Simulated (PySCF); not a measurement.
Cl4H2Mo, multiplicity 1. Atoms are numbered in the order given.

```xyz
7

Mo     0.0000     0.0000    -0.0885
Cl     0.0000     2.2388    -0.4823
Cl     2.1874     0.0000     0.6811
Cl    -2.1874     0.0000     0.6811
Cl     0.0000    -2.2388    -0.4823
H      0.8039     0.0000    -1.5215
H     -0.8039     0.0000    -1.5215
```
Charge 0, spin multiplicity 1.

Geometry optimised at B3LYP-D3(BJ)/def2-SVP. The spin state was assumed, not searched. The structure was generated by enumeration; whether it is a known compound was not checked. The def2 effective core potentials stand for the cores of Mo; spin–orbit coupling is left out.

Method: PBE/def2-TZVP (PySCF).

Atomic charges (e):

```json
[
 {"atom": "Mo1", "Löwdin": "-0.76", "Mulliken": "0.42"},
 {"atom": "Cl2", "Löwdin": "0.20", "Mulliken": "-0.14"},
 {"atom": "Cl3", "Löwdin": "0.10", "Mulliken": "-0.23"},
 {"atom": "Cl4", "Löwdin": "0.10", "Mulliken": "-0.23"},
 {"atom": "Cl5", "Löwdin": "0.20", "Mulliken": "-0.14"},
 {"atom": "H6", "Löwdin": "0.07", "Mulliken": "0.16"},
 {"atom": "H7", "Löwdin": "0.07", "Mulliken": "0.16"}
]
```
